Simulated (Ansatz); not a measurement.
Steps of a relaxation of CH₃BOS₂, SMILES `B1OCSS1` with RKS PBE-D4/def2-SVP.

```sh
$ ansatz run in.yaml --threads 2 --pin off --events-out ev --progress --plain --max-ram 4352MiB
```

```yaml
crystal:
  periodic: [false, false, false]
  atoms:
    - {symbol: B, position_ang: [-0.581700, 1.148100, -0.171500]}
    - {symbol: O, position_ang: [-0.559200, 0.267600, 0.941400]}
    - {symbol: C, position_ang: [0.238500, -0.797300, 0.524000]}
    - {symbol: S, position_ang: [0.931800, -0.642100, -1.203400]}
    - {symbol: S, position_ang: [-0.888500, 0.357000, -1.830800]}
    - {symbol: H, position_ang: [0.028500, 2.190000, -0.162200]}
    - {symbol: H, position_ang: [-0.269500, -1.745400, 0.643800]}
    - {symbol: H, position_ang: [1.192100, -0.834900, 1.203000]}
basis:
  gaussian: {orbitals: def2-SVP}
hamiltonian: {xc: pbe, dispersion: d4}
relax: {f_tol: 0.03, max_steps: 200}
```

Positions (Å) and forces (eV/Å) along the path, 12 of 12 steps:

```xyz
8
step=1 energy=-25456.8359 eV
B    -0.582    1.148   -0.172    1.263   -0.704    0.332
O    -0.559    0.268    0.941    0.126    1.116   -1.225
C     0.238   -0.797    0.524    2.033   -0.585    1.657
S     0.932   -0.642   -1.203   -0.992    0.694    0.228
S    -0.888    0.357   -1.831    0.060   -0.379   -0.418
H     0.029    2.190   -0.162   -0.726    0.648    0.395
H    -0.270   -1.745    0.644   -0.602   -0.853   -0.039
H     1.192   -0.835    1.203   -1.162    0.062   -0.930
8
step=2 energy=-25457.2585 eV
B    -0.446    1.126   -0.225    0.276    0.794    0.297
O    -0.494    0.289    0.906    0.463    0.354   -0.635
C     0.263   -0.846    0.568    0.286   -0.181    0.441
S     0.883   -0.640   -1.182   -0.135    0.236   -0.011
S    -0.895    0.348   -1.875    0.283   -0.210    0.235
H    -0.104    2.327   -0.120   -0.542   -0.701   -0.019
H    -0.310   -1.782    0.666   -0.210   -0.219    0.098
H     1.194   -0.879    1.207   -0.422   -0.074   -0.406
8
step=3 energy=-25457.4010 eV
B    -0.397    1.152   -0.233   -0.415    0.848    0.458
O    -0.360    0.351    0.918    0.428    0.147   -0.697
C     0.267   -0.869    0.569    0.142   -0.060    0.011
S     0.923   -0.641   -1.165   -0.064   -0.332    0.081
S    -0.853    0.309   -1.850    0.234    0.086    0.189
H    -0.280    2.394   -0.135   -0.202   -0.818   -0.024
H    -0.404   -1.756    0.670    0.044    0.207   -0.065
H     1.196   -0.996    1.170   -0.167   -0.077    0.046
8
step=4 energy=-25457.5541 eV
B    -0.405    1.189   -0.230   -0.646    0.541    0.748
O    -0.187    0.424    0.925    0.134    0.117   -1.088
C     0.292   -0.879    0.562    0.193    0.012   -0.198
S     0.963   -0.687   -1.162    0.055   -0.922    0.171
S    -0.794    0.283   -1.828    0.204    0.431    0.327
H    -0.472    2.429   -0.140   -0.069   -0.748    0.044
H    -0.499   -1.683    0.653    0.355    0.553   -0.120
H     1.193   -1.133    1.164   -0.225    0.015    0.115
8
step=5 energy=-25457.8268 eV
B    -0.433    1.237   -0.204   -0.494    0.178    0.332
O    -0.045    0.492    0.897    0.053   -0.397   -1.024
C     0.317   -0.885    0.540    0.114    0.075   -0.002
S     0.978   -0.836   -1.172   -0.189   -0.760    0.197
S    -0.687    0.296   -1.814    0.224    0.723    0.366
H    -0.667    2.454   -0.103   -0.012   -0.757    0.066
H    -0.567   -1.606    0.654    0.710    0.846   -0.083
H     1.197   -1.209    1.147   -0.406    0.093    0.148
8
step=6 energy=-25458.0471 eV
B    -0.463    1.250   -0.197   -0.064    0.537    0.242
O     0.072    0.535    0.831    0.231   -1.160    0.012
C     0.355   -0.890    0.517   -0.475    0.469    0.432
S     0.943   -1.019   -1.195   -0.420    0.092   -0.013
S    -0.556    0.404   -1.792    0.106   -0.026   -0.652
H    -0.856    2.425   -0.061    0.115   -0.777    0.027
H    -0.599   -1.511    0.682    0.862    0.712   -0.073
H     1.195   -1.250    1.159   -0.355    0.154    0.024
8
step=7 energy=-25458.1690 eV
B    -0.449    1.242   -0.209   -0.088    0.263   -0.173
O     0.077    0.500    0.804    0.077   -0.101    0.278
C     0.361   -0.870    0.544   -0.545   -0.043    0.002
S     0.810   -1.090   -1.217    0.318   -0.190   -0.327
S    -0.422    0.522   -1.879   -0.054   -0.004    0.184
H    -0.936    2.350   -0.024    0.135   -0.302    0.038
H    -0.563   -1.475    0.760    0.322    0.209    0.098
H     1.214   -1.236    1.163   -0.165    0.168   -0.099
8
step=8 energy=-25458.1750 eV
B    -0.429    1.246   -0.208   -0.242    0.054   -0.212
O     0.070    0.492    0.805    0.151    0.166    0.158
C     0.347   -0.861    0.539    0.126   -0.350   -0.228
S     0.837   -1.107   -1.257   -0.250    0.204    0.444
S    -0.433    0.516   -1.871    0.133   -0.056    0.013
H    -0.933    2.330   -0.006    0.076   -0.025    0.014
H    -0.561   -1.459    0.776    0.029   -0.046   -0.085
H     1.194   -1.214    1.166   -0.023    0.053   -0.104
8
step=9 energy=-25458.1875 eV
B    -0.446    1.241   -0.212    0.002    0.045   -0.051
O     0.060    0.494    0.808    0.061   -0.118    0.042
C     0.346   -0.871    0.538   -0.033    0.167   -0.059
S     0.816   -1.105   -1.236    0.056   -0.017    0.060
S    -0.414    0.520   -1.876   -0.050    0.026    0.000
H    -0.920    2.336   -0.005   -0.006   -0.012   -0.014
H    -0.558   -1.473    0.774    0.013   -0.047    0.045
H     1.208   -1.200    1.154   -0.043   -0.044   -0.022
8
step=10 energy=-25458.1892 eV
B    -0.443    1.242   -0.212    0.001   -0.010    0.001
O     0.073    0.498    0.809    0.008   -0.022    0.004
C     0.346   -0.867    0.535   -0.008    0.013   -0.010
S     0.831   -1.094   -1.232   -0.004   -0.014    0.047
S    -0.429    0.511   -1.872   -0.010    0.007   -0.006
H    -0.923    2.335   -0.009    0.002   -0.001    0.004
H    -0.564   -1.468    0.771    0.060    0.022   -0.016
H     1.201   -1.214    1.154   -0.049    0.006   -0.024
8
step=11 energy=-25458.1892 eV rejected
B    -0.443    1.241   -0.211    0.004    0.012   -0.006
O     0.085    0.502    0.807   -0.024   -0.028   -0.006
C     0.347   -0.865    0.533    0.013    0.012    0.012
S     0.832   -1.097   -1.231    0.001   -0.003    0.016
S    -0.427    0.510   -1.872   -0.018    0.004    0.015
H    -0.933    2.329   -0.005    0.017   -0.003   -0.008
H    -0.565   -1.458    0.769    0.009    0.003   -0.019
H     1.195   -1.220    1.153   -0.001    0.003   -0.005
8
step=12 energy=-25458.1895 eV
B    -0.443    1.242   -0.211   -0.008   -0.003    0.007
O     0.077    0.500    0.809    0.000    0.005   -0.007
C     0.347   -0.865    0.534   -0.005   -0.007    0.007
S     0.834   -1.094   -1.229    0.005   -0.003   -0.001
S    -0.433    0.508   -1.870   -0.002    0.003   -0.003
H    -0.924    2.333   -0.008    0.006   -0.001    0.000
H    -0.563   -1.464    0.766    0.007    0.005   -0.002
H     1.196   -1.217    1.154   -0.003    0.001   -0.001
```

Hardware: 2 threads of an Intel Xeon 6975P-C on a shared host. Wall time 13 s, peak host memory 0.16 GiB.
